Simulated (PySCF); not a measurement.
**Correlation energy of Zn²⁺ (zinc, charge +2)**

[Ar] 3d9 4p1, one real determinant (an excited configuration). Computed with PySCF 2.14 in ANO-RCC-VTZP (6s5p3d2f1g, 59 functions), with the spin-free X2C one-electron Hamiltonian (Gaussian nucleus). Frozen: [Ne]; 18 electrons correlated.

```csv
level,correlation energy (mhartree)
CCSD,-600.75
(T),-9.33
CCSD(T),-610.08
```

Diagnostics: T1 = 0.0083, D1 = 0.0239, largest double amplitude 0.027.

Problem. Is a single reference adequate?

Solution. Yes: T1 lies below 0.03 and no double amplitude reaches 0.07.

The reference is one real determinant that mixes LS terms of this configuration.
